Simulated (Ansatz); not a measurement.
Stepwise reaction of `[OH][Ta]([F])([F])([F])[F]` with water, as a gas-phase model of exchange steps in deposition or etching. ΔE in kJ/mol.

Calculated with Ansatz (gas phase, PBE0-D4/def2-TZVP geometries, no zero-point term in ΔE). CCSD(T)/CBS is the MP2 limit (def2-TZVPP, def2-QZVPP) plus CCSD(T) − MP2 in def2-TZVPP, frozen cores. This one scheme is used for every species. Functionals use def2-TZVPP. B3LYP here is the variant with VWN-RPA as its local correlation; programs differ in this. Elements past krypton have def2 core potentials. For Ta outer-core shells are correlated without core-valence functions, which leaves a few kJ/mol of doubt a bond. Each species was taken in one conformer, which may not be the lowest.

| step | reaction | PBE-D4 | B3LYP-D4 | ωB97M-V | CCSD(T)/CBS |
| --- | --- | --- | --- | --- | --- |
| 1 | `[OH][Ta]([F])([F])([F])[F]` + H₂O → `[OH][Ta]([OH])([F])([F])[F]` + H–F | 37.0 | 35.9 | 35.6 | 30.3 |

Task: Give the row of step 2, `[OH][Ta]([OH])([F])([F])[F]` + H₂O → `[OH][Ta]([OH])([OH])([F])[F]` + H–F. (Best estimate.)

Result: Ansatz gave: 
| step | reaction | PBE-D4 | B3LYP-D4 | ωB97M-V | CCSD(T)/CBS |
| --- | --- | --- | --- | --- | --- |
| 2 | `[OH][Ta]([OH])([F])([F])[F]` + H₂O → `[OH][Ta]([OH])([OH])([F])[F]` + H–F | 34.4 | 33.8 | 33.2 | 26.5 |

Task: By hand: ΔE of the 2 steps together at CCSD(T)/CBS.

Result: (30.3) + (26.5) = 56.8 kJ/mol, or 28.4 kJ/mol a step.

In ΔE the steps differ by no more than 3.8 kJ/mol. All are uphill at CCSD(T)/CBS. PBE-D4 differs from CCSD(T)/CBS by 6.7 to 7.9 kJ/mol a step. Isolated molecules leave out the surface, adducts and barriers. Largest T1 diagnostic: 0.018.
